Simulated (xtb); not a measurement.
H₇SbSi₂, SMILES [SiH3][SbH][SiH3]. All values are semi-empirical tight-binding results from xtb (GFN2-xTB unless named), good for trends rather than for accurate numbers. Geometry: GFN2-xTB.

For metal compounds this method's bond lengths and energies can be far off.

The orbital gap is 3.70 eV, the zero-point energy is 33.2 kcal/mol and the G − E(el) at 298.15 K (modified RRHO) is 12.1 kcal/mol.
